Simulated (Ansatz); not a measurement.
A search over several starts for the lowest SCF solution of the cluster Sr₂S₃ at the given spin, in a small basis.

```yaml
crystal:
  periodic: [false, false, false]
  atoms:
    - {symbol: Sr, position_ang: [1.923039, -1.116634, -0.329809]}
    - {symbol: Sr, position_ang: [-1.923239, 1.116469, 0.329577]}
    - {symbol: S, position_ang: [0.792996, 1.014139, 1.191118]}
    - {symbol: S, position_ang: [-0.780108, -1.490635, 0.497550]}
    - {symbol: S, position_ang: [-0.012680, 0.476652, -1.688436]}
basis:
  gaussian: {orbitals: def2-SVP, initial_orbitals: start.molden}
magnetization: {spin_polarized: true, initial_magnetization: 4}
hamiltonian: {xc: pbe, dispersion: d4}
output: {orbitals: {seedname: orbitals}}
```

The file start.molden holds the orbitals of an earlier run on this structure, at another level or in another basis.

```sh
$ ansatz run in.yaml --threads 4 --pin off --events-out ev --progress --plain --max-ram 4787MiB
```

Shortened log:

```
Functional definition: PBE
1177 factors; their error is unknown
mean field evaluation 1: about -34156.1788 eV, gradient 3.1e0 eV
mean field evaluation 2: about -34156.2261 eV, gradient 5.1e-2 eV
mean field evaluation 4: about -34156.1370 eV, gradient 3.2e-4 eV
mean field evaluation 8: about -34153.3317 eV, gradient 2.0e1 eV
mean field evaluation 16: about -34156.1369 eV, gradient 9.6e-2 eV
mean field evaluation 32: about -34153.0505 eV, gradient 1.1e1 eV
mean field evaluation 64: about -34155.7479 eV, gradient 4.3e-5 eV
mean field -34156.13704806 eV, -1255.2148846549 hartree, gradient 1.4e-5 eV, S^2 6.007983; 7 other end points of the search recorded, 0 dependent functions left out
reference -34156.13709843 eV, -1255.2148865059 hartree; 36, 32 occupied and 64, 68 virtual orbitals, 1177 factors
Total energy: -34156.41854818 eV, -1255.2252295937 hartree
```

Hardware: 4 threads of Arm Neoverse V2 on a shared host. Wall time 7.5 s.

Other converged states that the search met: 0.39 eV higher (⟨S²⟩ = 6.01).

In the def2 sets Sr takes a core potential; there is no spin–orbit coupling. At PBE0-D4/def2-TZVP a singlet of charge 0 lies 3.94 eV below the quintet, each at its own geometry. The structure comes from a short search, and lower isomers may exist.
